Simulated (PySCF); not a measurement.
How methods differ on the ionisation energy of Sc(2+)

Sc(2+) [Ar] 3d1 [3d3/2^1, M_J = 3/2] → Sc(3+) [Ar], as a difference of total energies. Calculation: PySCF 2.14, in x2c-SVPall-2c (5s5p3d1f, 42 functions); the two-component X2C-1e Hamiltonian. Correlated levels: [Ne] frozen. "Screened" scales the spin-orbit matrix elements by Boettger's factors to mimic the two-electron term; Breit and QED terms are absent.

```
                    method  ionisation energy (eV)  error (eV)
           GHF (spin-free)                  23.873      -0.884
          GMP2 (spin-free)                  23.800      -0.957
 GHF (screened spin-orbit)                  23.888      -0.869
GMP2 (screened spin-orbit)                  23.818      -0.939
```

Reference: 24.757 eV (measured; NIST Atomic Spectra Database, ionization energies).

Errors of the correlated levels include the incompleteness of this basis and the frozen core.
